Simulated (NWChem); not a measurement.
System: CH$_{6}$F$_{2}$Si$_{2}$; SMILES [SiH3]C([SiH3])(F)F

NWChem input:

```
start job
memory heap 200 mb stack 900 mb global 1100 mb
geometry units angstroms
  F     -0.051347    -1.515135     0.336033
  C     -0.018035    -0.209660    -0.131707
  F     -0.109211    -0.351401    -1.508569
  Si     1.732619     0.513539     0.269634
  Si    -1.630531     0.673260     0.475899
  H      1.760867     1.846292    -0.327332
  H      1.825305     0.550347     1.726839
  H      2.718710    -0.381189    -0.325768
  H     -2.761900    -0.120903     0.010359
  H     -1.605397     2.006161    -0.120881
  H     -1.540959     0.710211     1.933298
end
basis spherical
  * library def2-svp
end
dft
  xc xpbe96 cpbe96
  disp vdw 4
  iterations 150
end
driver
  maxiter 120
end
task dft optimize
task dft freq
```

NWChem printed, in part:

```
             Northwest Computational Chemistry Package (NWChem) 7.3.0
             --------------------------------------------------------

 C2V symmetry detected

                             Geometry "geometry" -> ""
                             -------------------------

 Output coordinates in angstroms (scale by  1.889725989 to convert to a.u.)

  No.       Tag          Charge          X              Y              Z
 ---- ---------------- ---------- -------------- -------------- --------------
    1 F                    9.0000     0.00000000    -1.09089202    -1.16975534
    2 C                    6.0000     0.00000000     0.00000000    -0.31295399
    3 F                    9.0000     0.00000000     1.09089202    -1.16975534
    4 Si                  14.0000     1.68662636     0.00000000     0.63792455
    5 Si                  14.0000    -1.68662636     0.00000000     0.63792455
    6 H                    1.0000     1.68818795     1.21483200     1.44883692
    7 H                    1.0000     1.68818795    -1.21483200     1.44883692
    8 H                    1.0000     2.74853671     0.00000000    -0.36195750
    9 H                    1.0000    -2.74853671     0.00000000    -0.36195750
   10 H                    1.0000    -1.68818795     1.21483200     1.44883692
   11 H                    1.0000    -1.68818795    -1.21483200     1.44883692

 Effective nuclear repulsion energy (a.u.)     304.5793325985

      Symmetry information
      --------------------

 Group name             C2v
 Group number             16
 Group order               4
 No. of unique centers     5

                                Z-matrix (autoz)
                                --------

 Units are Angstrom for bonds and degrees for angles

      Type          Name      I     J     K     L     M      Value
      ----------- --------  ----- ----- ----- ----- ----- ----------
    1 Stretch                  1     2                       1.38714
    2 Stretch                  2     3                       1.38714
    3 Stretch                  2     4                       1.93620
    4 Stretch                  2     5                       1.93620
    5 Stretch                  4     6                       1.46062
    6 Stretch                  4     7                       1.46062
    7 Stretch                  4     8                       1.45857
    8 Stretch                  5     9                       1.45857
    9 Stretch                  5    10                       1.46062
   10 Stretch                  5    11                       1.46062
   11 Bend                     1     2     3               103.70686
   12 Bend                     1     2     4               107.65853
   13 Bend                     1     2     5               107.65853
   14 Bend                     2     4     6               105.87774
   15 Bend                     2     4     7               105.87774
   16 Bend                     2     4     8               107.30997
   17 Bend                     2     5     9               107.30997
   18 Bend                     2     5    10               105.87774
   19 Bend                     2     5    11               105.87774
   20 Bend                     3     2     4               107.65853
   21 Bend                     3     2     5               107.65853
   22 Bend                     4     2     5               121.17353
   23 Bend                     6     4     7               112.55290
   24 Bend                     6     4     8               112.32218
   25 Bend                     7     4     8               112.32218
   26 Bend                     9     5    10               112.32218
   27 Bend                     9     5    11               112.32218
   28 Bend                    10     5    11               112.55290
   29 Torsion                  1     2     4     6         175.77068
   30 Torsion                  1     2     4     7         -64.52852
   31 Torsion                  1     2     4     8          55.62108
   32 Torsion                  1     2     5     9         -55.62108
   33 Torsion                  1     2     5    10        -175.77068
   34 Torsion                  1     2     5    11          64.52852
   35 Torsion                  3     2     4     6          64.52852
   36 Torsion                  3     2     4     7        -175.77068
   37 Torsion                  3     2     4     8         -55.62108
   38 Torsion                  3     2     5     9          55.62108
   39 Torsion                  3     2     5    10         -64.52852
   40 Torsion                  3     2     5    11         175.77068
   41 Torsion                  4     2     5     9         180.00000
   42 Torsion                  4     2     5    10          59.85040
   43 Torsion                  4     2     5    11         -59.85040
   44 Torsion                  5     2     4     6         -59.85040
   45 Torsion                  5     2     4     7          59.85040
   46 Torsion                  5     2     4     8         180.00000

  pbe96 is a nonlocal functional; adding pw91lda local functional.

                           NWChem Geometry Optimization
                           ----------------------------

 maximum gradient threshold         (gmax) =   0.000450
 rms gradient threshold             (grms) =   0.000300
 maximum cartesian step threshold   (xmax) =   0.001800
 rms cartesian step threshold       (xrms) =   0.001200
 fixed trust radius                (trust) =   0.300000
 source of zmatrix                         =   autoz

          -------------------
          Energy Minimization
          -------------------

 Using diagonal initial Hessian
 Scaling for Hessian diagonals: bonds = 1.00  angles = 0.25  torsions = 0.10

          --------
          Step   0

                                 NWChem DFT Module
                                 -----------------

 Summary of "ao basis" -> "ao basis" (spherical)
 ------------------------------------------------------------------------------
       Tag                 Description            Shells   Functions and Types
 ---------------- ------------------------------  ------  ---------------------
 F                          def2-svp                 6       14   3s2p1d
 C                          def2-svp                 6       14   3s2p1d
 Si                         def2-svp                 8       18   4s3p1d
 H                          def2-svp                 3        5   2s1p

      Symmetry analysis of basis
      --------------------------

        a1         39
        a2         16
        b1         29
        b2         24

            General Information
            -------------------
          SCF calculation type: DFT
          Wavefunction type:  closed shell.
          No. of atoms     :    11
          No. of electrons :    58
           Alpha electrons :    29
            Beta electrons :    29
          Charge           :     0
          Spin multiplicity:     1
          Use of symmetry is: on ; symmetry adaption is: on
          Maximum number of iterations: 150
          AO basis - number of functions:   108
                     number of shells:    52
          Convergence on energy requested:  1.00D-06
          Convergence on density requested:  1.00D-05
          Convergence on gradient requested:  5.00D-04

[...]

      ----------------------
      Optimization converged
      ----------------------

  Step       Energy      Delta E   Gmax     Grms     Xrms     Xmax
  ---- ---------------- -------- -------- -------- -------- --------
@    6    -819.43730639 -3.2D-07  0.00003  0.00001  0.00011  0.00021
                                     ok       ok       ok       ok

                                Z-matrix (autoz)
                                --------

 Units are Angstrom for bonds and degrees for angles

      Type          Name      I     J     K     L     M      Value     Gradient
      ----------- --------  ----- ----- ----- ----- ----- ---------- ----------
    1 Stretch                  1     2                       1.39510   -0.00001
    2 Stretch                  2     3                       1.39510   -0.00001
    3 Stretch                  2     4                       1.93549   -0.00002
    4 Stretch                  2     5                       1.93549   -0.00002
    5 Stretch                  4     6                       1.50145   -0.00003
    6 Stretch                  4     7                       1.50145   -0.00003
    7 Stretch                  4     8                       1.49978    0.00000
    8 Stretch                  5     9                       1.49978    0.00000
    9 Stretch                  5    10                       1.50145   -0.00003
   10 Stretch                  5    11                       1.50145   -0.00003
   11 Bend                     1     2     3               107.29021    0.00000
   12 Bend                     1     2     4               107.59337   -0.00000
   13 Bend                     1     2     5               107.59337   -0.00000
   14 Bend                     2     4     6               108.83479    0.00001
   15 Bend                     2     4     7               108.83479    0.00001
   16 Bend                     2     4     8               107.95519   -0.00001
   17 Bend                     2     5     9               107.95519   -0.00001
   18 Bend                     2     5    10               108.83479    0.00001
   19 Bend                     2     5    11               108.83479    0.00001
   20 Bend                     3     2     4               107.59337   -0.00000
   21 Bend                     3     2     5               107.59337   -0.00000
   22 Bend                     4     2     5               118.68599    0.00000
   23 Bend                     6     4     7               109.90831   -0.00001
   24 Bend                     6     4     8               110.62404   -0.00000
   25 Bend                     7     4     8               110.62404   -0.00000
   26 Bend                     9     5    10               110.62404   -0.00000
   27 Bend                     9     5    11               110.62404   -0.00000
   28 Bend                    10     5    11               109.90831   -0.00001
   29 Torsion                  1     2     4     6         177.77503   -0.00000
   30 Torsion                  1     2     4     7         -62.45700    0.00000
   31 Torsion                  1     2     4     8          57.65902    0.00000
   32 Torsion                  1     2     5     9         -57.65902   -0.00000
   33 Torsion                  1     2     5    10        -177.77503    0.00000
   34 Torsion                  1     2     5    11          62.45700   -0.00000
   35 Torsion                  3     2     4     6          62.45700   -0.00000
   36 Torsion                  3     2     4     7        -177.77503    0.00000
   37 Torsion                  3     2     4     8         -57.65902   -0.00000
   38 Torsion                  3     2     5     9          57.65902    0.00000
   39 Torsion                  3     2     5    10         -62.45700    0.00000
   40 Torsion                  3     2     5    11         177.77503   -0.00000
   41 Torsion                  4     2     5     9         180.00000   -0.00000
   42 Torsion                  4     2     5    10          59.88399    0.00000
   43 Torsion                  4     2     5    11         -59.88399   -0.00000
   44 Torsion                  5     2     4     6         -59.88399   -0.00000
   45 Torsion                  5     2     4     7          59.88399    0.00000
   46 Torsion                  5     2     4     8         180.00000    0.00000

                         Geometry "geometry" -> "geometry"
                         ---------------------------------

 Output coordinates in angstroms (scale by  1.889725989 to convert to a.u.)

[...]

 Rotational Constants
 --------------------
 A=   0.120767 cm-1  (  0.173753 K)
 B=   0.071200 cm-1  (  0.102439 K)
 C=   0.062846 cm-1  (  0.090419 K)

 Temperature                      =   298.15K
 frequency scaling parameter      =   1.0000

 Zero-Point correction to Energy  =   36.901 kcal/mol  (  0.058806 au)
 Thermal correction to Energy     =   41.942 kcal/mol  (  0.066838 au)
 Thermal correction to Enthalpy   =   42.534 kcal/mol  (  0.067782 au)

 Total Entropy                    =   85.070 cal/mol-K
   - Translational                =   40.038 cal/mol-K (mol. weight = 111.9976)
   - Rotational                   =   26.103 cal/mol-K (symmetry #  =        2)
   - Vibrational                  =   18.929 cal/mol-K

 Cv (constant volume heat capacity) =   28.276 cal/mol-K
   - Translational                  =    2.979 cal/mol-K
   - Rotational                     =    2.979 cal/mol-K
   - Vibrational                    =   22.317 cal/mol-K

[normal modes left out]

 ----------------------------------------------------------------------------
 Normal Eigenvalue ||           Projected Infra Red Intensities
  Mode   [cm**-1]  || [atomic units] [(debye/angs)**2] [(KM/mol)] [arbitrary]
 ------ ---------- || -------------- ----------------- ---------- -----------
    1       -0.000 ||    0.000130           0.003         0.126       0.035
    2       -0.000 ||    0.000147           0.003         0.144       0.039
    3       -0.000 ||    0.000003           0.000         0.002       0.001
    4        0.000 ||    0.000394           0.009         0.385       0.105
    5        0.000 ||    0.000231           0.005         0.225       0.062
    6        0.000 ||    0.000043           0.001         0.042       0.012
    7      125.566 ||    0.000000           0.000         0.000       0.000
    8      137.158 ||    0.000000           0.000         0.000       0.000
    9      147.527 ||    0.000000           0.000         0.000       0.000
   10      197.132 ||    0.000000           0.000         0.000       0.000
   11      214.952 ||    0.001834           0.042         1.788       0.490
   12      286.870 ||    0.017368           0.401        16.931       4.644
   13      371.891 ||    0.002957           0.068         2.883       0.791
   14      512.583 ||    0.002203           0.051         2.147       0.589
   15      528.297 ||    0.009438           0.218         9.201       2.524
   16      580.959 ||    0.000000           0.000         0.000       0.000
   17      637.215 ||    0.078117           1.802        76.153      20.889
   18      650.997 ||    0.048431           1.117        47.213      12.951
   19      836.535 ||    0.280594           6.474       273.537      75.031
   20      877.772 ||    0.048656           1.123        47.432      13.011
   21      894.474 ||    0.025053           0.578        24.423       6.699
   22      897.104 ||    0.000000           0.000         0.000       0.000
   23      897.891 ||    0.052941           1.221        51.610      14.157
   24      909.136 ||    0.069819           1.611        68.063      18.670
   25      930.492 ||    0.013457           0.310        13.119       3.599
   26      985.787 ||    0.114046           2.631       111.178      30.496
   27     1062.802 ||    0.062961           1.453        61.378      16.836
   28     2174.145 ||    0.049438           1.141        48.195      13.220
   29     2179.634 ||    0.026401           0.609        25.737       7.060
   30     2190.199 ||    0.000000           0.000         0.000       0.000
   31     2195.718 ||    0.163021           3.761       158.921      43.592
   32     2200.388 ||    0.058075           1.340        56.615      15.529
   33     2202.012 ||    0.108337           2.499       105.613      28.970
 ----------------------------------------------------------------------------
```

Level: PBE-D3(BJ)/def2-SVP.
